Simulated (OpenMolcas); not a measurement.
Rh3+ (d6) in a complex was computed by SS-CASPT2, IPEA 0.25 Eh, imaginary shift 0.1 Eh with the d shell active (OpenMolcas, ANO-RCC-VDZP on the metal). Its lowest spin-free states, and all those of the highest spin:

```json
{"2S+1": "3", "Degeneracy": "3", "E (cm-1)": "0"}
{"2S+1": "5", "Degeneracy": "2", "E (cm-1)": "890"}
{"2S+1": "1", "Degeneracy": "2", "E (cm-1)": "2180"}
{"2S+1": "1", "Degeneracy": "3", "E (cm-1)": "2620"}
{"2S+1": "3", "Degeneracy": "3", "E (cm-1)": "4550"}
{"2S+1": "1", "Degeneracy": "1", "E (cm-1)": "4840"}
{"2S+1": "3", "Degeneracy": "3", "E (cm-1)": "5500"}
{"2S+1": "3", "Degeneracy": "2", "E (cm-1)": "6480"}
{"2S+1": "1", "Degeneracy": "3", "E (cm-1)": "7020"}
{"2S+1": "3", "Degeneracy": "1", "E (cm-1)": "7570"}
{"2S+1": "3", "Degeneracy": "1", "E (cm-1)": "7580"}
{"2S+1": "1", "Degeneracy": "1", "E (cm-1)": "7970"}
{"2S+1": "5", "Degeneracy": "3", "E (cm-1)": "9970"}
```

Question: Is the site octahedral, tetrahedral or cube-like, axial, or of lower symmetry?

Answer: The states with 2S+1 = 5 have orbital degeneracies 2, 3. Threefold states need a cubic site. For d6 at this spin an octahedron puts the threefold T2 below the twofold E and a tetrahedron or cube puts the twofold E below the threefold T2, so the site is a tetrahedron or a cube, which this pattern cannot tell apart. The first gap at this spin, 9080 cm-1, is |10Dq| in ligand-field theory. The run had Rh3+ with 4 ligands (chloride) in tetrahedral coordination (Td) at 2.29 Å. A charge of +0.25 e stands 2.4 Å behind each ligand. Ligand basis ANO-RCC-VDZP.

Roots that are degenerate in the reference are averaged as groups; the widest CASPT2 spread within a group is 1400 cm-1 (the 3-fold group of multiplicity 1 near 37000 cm-1 above the lowest state of its run). Shifts and gaps below about the spread of the groups concerned are not significant. Over all roots computed the reference weight is 0.64 to 0.70; the roots of lowest weight are the least certain, and an intruder state may touch them. Spin-orbit coupling mixes the spin-free states strongly: the lowest level takes only 68 % from its leading state, 3T1. This shell can be high or low spin here, a state of another spin lies low, and with metal d orbitals alone active their balance is uncertain, so the ground spin may be wrong, although the usual error favours high spin. The least metal-like active orbital is 75 % on the metal (Löwdin) and no ligand orbital is active, so the numbers are rough. Ligand-to-metal charge-transfer states are missing. With no ligand orbital active B as a rule stays too high, so bands that hang on it stand too high and its fall with covalency is understated. With one d shell and no ligand orbital active, 10Dq can be off by a tenth or more. No measured value stands beside these numbers; the geometry was imposed, not optimised, and the real ion may take another.
